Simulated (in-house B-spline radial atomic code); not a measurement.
Solving the quasi-particle equation for 4s up of Kr VIII (Kr7+)

Configuration [Ar] 3d10 4s1, highest spin, start Hartree-Fock; correlation leaves out the 5 deepest shells, empty levels kept to 12800 hartree. Computed with an all-electron radial atomic-structure program (B-spline basis): all electrons, scalar-relativistic (spin-free one-electron X2C), finite nucleus, each spin shell either full or empty, empty states to l = 9 with an (l + 1/2)⁻⁴ tail; G0W0 by contour deformation at full frequency.

At the mean-field level ε = -124.81 eV the matrix elements are Σx = -25.062 eV, v_xc = -25.062 eV and Σc(ε) = -1.728 eV, and the slope of the correlation self-energy is dΣc/dω = -0.0135. The quasi-particle energy solves E = ε + Σx − v_xc + Σc(E).

Question: What does the linearised equation give?

Answer: Z = 1/(1 − dΣc/dω) = 1/1.0135 = 0.9867. The first-order shift is Σx − v_xc + Σc(ε) = -25.062 − (-25.062) + (-1.728) = -1.728 eV, so E ≈ ε + Z × shift = -124.81 + 0.9867 × (-1.728) = -126.515 eV.

Question: How does that compare with the full solution and with static screening?

Answer: Solving the equation at full frequency dependence gives E = -126.515 eV, where Σc = -1.706 eV and the weight is 0.987; the linearised value is off by 0 meV. Leaving Z out would give -126.538 eV. Static COHSEX puts -3.074 eV in place of Σc and gives -127.884 eV, 1.37 eV deeper. The tabulated removal energy is 125.802 ± 0.003 eV (NIST, measured); the run leaves out spin-orbit coupling, Breit and QED terms.
